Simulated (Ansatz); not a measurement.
Ansatz (a program for electronic structure) input:

Ansatz 0.2 input:
```yaml
crystal:
  periodic: [false, false, false]
  atoms:
    - {symbol: Al, position_ang: [-0.00000000, -0.00000000, -1.37767460]}
    - {symbol: Al, position_ang: [0.00000000, 0.00000000, 1.37767460]}
basis:
  gaussian:
    orbitals: def2-TZVPD
hamiltonian:
  xc: {name: B2PLYP}
total_charge: 1
magnetization: {spin_polarized: true, initial_magnetization: 1}
correlation: {electrons: outside_noble_gas}
```

### Question
Predict the final energy.

### Answer
-484.32373 Eh (B2PLYP/def2-TZVPD). The basis has 86 functions.

This state (charge 1, doublet) is run at the relaxed geometry of the species with charge 0 and multiplicity 3.
